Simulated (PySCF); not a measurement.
BrH3OSn, SMILES [SnH2]([Br])[OH]. Geometry: r2SCAN-D4/def2-SVP. The def2 effective core potentials stand for the cores of Sn; spin–orbit coupling is left out. The values are those of a single conformer.

Problem. Give the equilibrium geometry at r2SCAN-D4/def2-SVP (PySCF confirms it by a frequency run) as a Z-matrix. (Estimate from the structure and the level; the computed values follow.)

Solution. One answer among several that fit: 
```
Sn
O 1 1.9823
H 2 0.9678 1 112.37
H 1 1.7013 2 103.80 3 171.38
H 1 1.7116 4 118.15 2 -123.51
Br 1 2.5068 4 109.14 2 115.17
```
Charge 0, spin multiplicity 1.
